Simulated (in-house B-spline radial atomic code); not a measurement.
RPA and G0W0 for Al IV (Al3+), [He] 2s2 2p6, as one setting changes: the highest l of the empty states. Start: r2SCAN. A dash marks a level of low quasi-particle weight. Computed with a B-spline radial code for spherical atoms: all electrons, non-relativistic, point nucleus, each spin shell either full or empty, empty states to the listed l with an (l + 1/2)⁻⁴ tail; G0W0 by contour deformation at full frequency.

```
highest l of the empty states  RPA summed (Eh)  RPA extrapolated (Eh)  G0W0 level (eV)
                            3         -0.53881               -0.59509       2p -119.51
                            4         -0.57021               -0.60388       2p -119.73
                            5         -0.58256               -0.59976       2p -119.70
                            6         -0.58836               -0.59832       2p -119.69
                            7         -0.59142               -0.59769       2p -119.69
                            8                ?                      ?                ?
                            9         -0.59427               -0.59718       2p -119.69
                           10                ?                      ?                ?
                           11         -0.59542               -0.59698       2p -119.68
```

Q: What belongs in the row for 8?

A: RPA summed (Eh): -0.59319; RPA extrapolated (Eh): -0.59737; G0W0 level (eV): 2p -119.69.

Q: What belongs in the row for 10?

A: RPA summed (Eh): -0.59496; RPA extrapolated (Eh): -0.59706; G0W0 level (eV): 2p -119.68.
